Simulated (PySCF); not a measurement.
# Dipole moment and polarisability of `CC(C)C#CC(=O)O`

Species: C6H8O2.
Cartesian coordinates in Å at the GFN2-xTB level; atoms count from 1:
```xyz
16
C6H8O2 angstrom
C     -1.483    1.410   -0.050
C     -1.094   -0.015   -0.458
C     -1.826   -1.057    0.392
C      0.338   -0.183   -0.333
C      1.531   -0.300   -0.217
C      2.946   -0.487   -0.075
O      3.468   -1.430    0.461
O      3.638    0.526   -0.622
H     -0.958    2.140   -0.662
H     -1.228    1.586    0.992
H     -2.554    1.552   -0.175
H     -1.352   -0.167   -1.514
H     -1.532   -2.063    0.101
H     -1.588   -0.919    1.444
H     -2.901   -0.955    0.259
H      4.589    0.371   -0.513
```

Level: PBE0/def2-SVPD (PySCF), static field, nuclei fixed, core orbitals frozen in the response. The polarisability tensor in these axes (au):

```
x   113.79  -5.67   1.05
y    -5.67  71.72  -5.49
z     1.05  -5.49  59.87
```

Problem. What are the eigenvalues, a third of the trace, and Δα (Δα² = ½Σ(αi − αj)² over the three pairs)?

Solution. Principal values 57.69, 73.09 and 114.60 au; mean 81.79 au = 12.12 Å³ = 13.49 × 10⁻⁴⁰ C²·m²/J; Δα = 50.98 au (62 % of the mean).

Problem. What is the dipole moment, and where does it point?

Solution. (-2.09, 1.63, -0.88) D, 2.80 D in size, pointing from the negative to the positive side. Measured along this direction, the outermost atoms are O7 at the negative end and H11 at the positive end.

Problem. Find the Langevin capture rate constant for O2+ (31.990 u) meeting this molecule (112.052 u), k = 2.342 × 10⁻⁹ cm³/s × √(α in Å³ / reduced mass in u).

Solution. The reduced mass is 24.89 u, so k = 1.63 × 10⁻⁹ cm³/s. The formula leaves out the permanent dipole, which adds to the capture rate.

Problem. Molar refractivity from α?

Solution. Lorentz–Lorenz: R = (4π/3)N_A α = 2.5225 cm³/(mol·Å³) × 12.12 Å³ = 30.6 cm³/mol, in the limit of long wavelengths.

Problem. Give the eigenvalues of the traceless quadrupole moment Θ = ½Σq(3rr − r²1), origin at the centre of nuclear charge.

Solution. -12.34, -1.51, 13.85 D·Å. The values depend on the origin, since the dipole doesn't vanish. The electronic extent ⟨r²⟩ about the same centre is 1449 bohr², a root-mean-square distance of 2.60 Å for the 60 electrons.

Geometry: GFN2-xTB, one conformer, isolated molecule.
